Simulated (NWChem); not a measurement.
Molecule: BiHCl₂; SMILES [Cl][BiH][Cl]

All runs: NWChem. Coordinates come from a PBE0/def2-SVP optimisation. def2 effective core potentials on Bi; no spin-orbit coupling. Level M06-2X/def2-SVP: energy and gradient on several grids; changes count from the extra-fine grid, which is no exact limit either.

Task: Which is the coarsest grid (xcoarse; coarse; medium; xfine; fine) from which on the energy stays within 50 μHa and each gradient component within 100 μHa/bohr of xfine?

Result: medium.
```json
[
 {"grid": "xcoarse", "size of the energy change (μHa)": "2000", "largest change of a gradient component (μHa/bohr)": "10000"},
 {"grid": "coarse", "size of the energy change (μHa)": "80", "largest change of a gradient component (μHa/bohr)": "300"},
 {"grid": "medium", "size of the energy change (μHa)": "20", "largest change of a gradient component (μHa/bohr)": "60"},
 {"grid": "fine", "size of the energy change (μHa)": "< 10", "largest change of a gradient component (μHa/bohr)": "40"},
 {"grid": "xfine", "size of the energy change (μHa)": "< 10", "largest change of a gradient component (μHa/bohr)": "< 30"}
]
```
